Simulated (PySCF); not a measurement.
Isomers of C8H10Ge and their computed core-level spectra.

Method used: PySCF, delta-SCF UKS SCAN, pcX-2 on the ionised atom, pcseg-1 elsewhere, spin-free X2C. Geometries: PBE0-D3(BJ)/def2-SVP; isolated species, one conformer each.

Line lists (1s up to Mg, 2p3/2 beyond, nothing for Ge; areas count atoms within a level, one atom standing for each set equivalent by bonding):
1. C 1s: 289.67 (area 1), 290.00 (area 1), 290.05 (area 1), 290.09 (area 1), 290.17 (area 1), 290.17 (area 1), 290.25 (area 1), 290.26 (area 1) eV
2. C 1s: 289.12 (area 1), 289.30 (area 1), 289.37 (area 1), 289.87 (area 1), 290.22 (area 1), 290.34 (area 1), 290.66 (area 1), 291.46 (area 1) eV
3. C 1s: 289.83 (area 1), 289.96 (area 1), 290.14 (area 2), 290.18 (area 1), 290.19 (area 1), 290.19 (area 2) eV

Structures:
A. `C1(C)=[CH][Ge@H]([CH]=C1)[C]#CC`
B. `C#[C][Ge@@H]1[CH2]C=C[C@@H]1C=C`
C. `C=[CH][GeH2][c]1ccccc1`

Q: Which list belongs to which compound?

A: 
- 1 = B: another candidate has the same counts of sites, so positions decide. C 1s: 289.67 terminal =CH2 carbon, 290.00 alkyne carbon, 290.05 terminal alkyne carbon, 290.09 alkene CH carbon, 290.17 sp3 carbon bound to germanium, 290.17 alkene CH carbon, 290.25 sp3 carbon bound to germanium, 290.26 alkene CH carbon.
- 2 = A: another candidate has the same counts of sites, so positions decide. C 1s: 289.12 alkene CH carbon, 289.30 alkyne carbon, 289.37 alkene CH carbon, 289.87 alkyne carbon, 290.22 alkene CH carbon, 290.34 fully substituted alkene carbon, 290.66 allylic carbon, 291.46 propargylic carbon.
- 3 = C: no other candidate has these counts of sites. C 1s: 289.83 substituted aromatic carbon, 289.96 alkene CH carbon, 290.14 aromatic CH carbon (×2), 290.18 terminal =CH2 carbon, 290.19 aromatic CH carbon, 290.19 aromatic CH carbon (×2).

6 of these hole states are spin-contaminated (⟨S²⟩ up to 0.94, against 0.75; counted from 0.85) and less certain.
